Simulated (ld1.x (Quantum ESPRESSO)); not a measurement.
Values are calculated unless marked as measured or tabulated.
**Potentials for S (Z = 16) compared**

Generated with ld1.x 7.5 (TM, RRKJ, ultrasoft, PAW), atompaw 4.2 or ONCVPSP 4.0.1. The cutoff is in Ry: for ld1.x and atompaw files where the sum of valence levels is converged to 10 mRy in a Bessel basis, for ONCV files where the hardest occupied wave has 1 mHa per electron of residual kinetic energy. The error is the largest all-electron minus pseudo excitation energy over each file’s own four to seven test configurations (ionisations up to +4, promotions, holes and added fractions of an electron), all of which were solved. The labels leave out finer settings (local radius, basis sizes, second energies), which also bear on the numbers. Spin-polarised tests are not counted. The rows are a selection from randomly drawn settings: files with unsolved tests, undetermined cutoffs or missed reference levels are left out.

```csv
potential,cutoff (Ry),largest error (meV),bound ghosts
"TM, LDA (PZ), non-relativistic, rc 1.05/1.50 (sp), local s, core correction yes, reference 3s2 3p3.75",80,+107,none
"PAW, LDA (PZ), scalar-relativistic, rc 1.40/1.55 (sp), local smoothed, core correction yes, reference 3s1.5 3p4.5",21,-116,none
"RRKJ, Wu–Cohen, scalar-relativistic, rc 1.15/1.40 (sp), local smoothed, core correction yes, reference 3s1.5 3p4.5",50,+446,none
"TM, PBE, scalar-relativistic, rc 1.25/1.75/1.40 (spd), local s, core correction no, reference 3s2 3p4",40,+181,none
```

Problem. Fill in the row for S: TM, PBEsol, scalar-relativistic, rc 1.20/1.75 (sp), local s, core correction no, reference 3s2 3p3.

Solution. cutoff 50 Ry, largest error +61 meV, bound ghosts: none.
